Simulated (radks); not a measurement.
The numbers below are computed, except where a source is named.
Task: Radial electron density D(r) = 4 pi r^2 rho(r) of an atom or ion with 2 electrons. Code: a radial shooting solver on a logarithmic mesh with Libxc functionals. Model: scalar-relativistic Kohn-Sham, B86b exchange with PBE correlation, spin-unpolarised, spherical densities, finite nucleus; Fermi nuclear charge, rms radius of each element as measured or else 0.836 A^(1/3) + 0.57 fm.

r (bohr)  D(r) (e/bohr)
0.009744         0.1322
0.01134          0.1757
0.01331          0.2362
0.0155           0.3117
0.01804          0.4096
0.021            0.5355
0.02445          0.6961
0.02869          0.9107
0.0334            1.166
0.03889           1.479
0.04527           1.857
0.0527            2.302
0.06185           2.843
0.072             3.414
0.08382           4.021
0.09758           4.631
0.1145            5.226
0.1333            5.683
0.1552            5.970
0.1807            6.027
0.2103            5.810
0.2468            5.279
0.2873            4.525
0.3345            3.614
0.3894            2.659
0.4533            1.780
0.532             1.037
0.6193           0.5442
0.721            0.2462
0.8394          0.09366
0.9771          0.02911

What is the nuclear charge?

Result: Z = 6. The innermost maximum, from 1s, lies near gamma/Z bohr with gamma = sqrt(1 - (Z/c)^2) = 0.999, here 0.167 bohr (found: 0.174), and its height grows with Z. The density is that of the carbon ion C4+ in [He]; the configuration itself is not fixed sharply by these data. D(r) has 1 maximum, at r = 0.174 bohr.
